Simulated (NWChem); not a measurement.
C₄H₆S; SMILES C1=CSCC1

```xyz
11

C      0.8772    -1.2005     0.0476
C      1.2883     0.0707     0.0729
S      0.0007     1.2860    -0.0703
C     -1.2777    -0.0362     0.1866
C     -0.6085    -1.3814    -0.1672
H      1.5564    -2.0461     0.1009
H      2.3137     0.4148     0.1529
H     -1.5758    -0.0108     1.2391
H     -2.1495     0.1849    -0.4323
H     -0.8014    -1.6460    -1.2188
H     -1.0296    -2.1896     0.4432
```
Atoms are numbered in this order, from 1.

Program: NWChem. Medium grid unless said otherwise, to which SCAN and Minnesota functionals are sensitive. Geometry: optimised at B3LYP/6-31G* (spherical d). B3LYP is NWChem's, with the RPA form of VWN correlation.

Question: Order these by “highest occupied level (eV)”, lowest first: TPSSh/def2-TZVP; PBE/def2-TZVP; PW6B95/def2-TZVP; B3LYP/def2-TZVP; r2SCAN/def2-TZVP.

Answer: PW6B95/def2-TZVP (-5.94), B3LYP/def2-TZVP (-5.66), TPSSh/def2-TZVP (-5.27), r2SCAN/def2-TZVP (-4.96), PBE/def2-TZVP (-4.79)
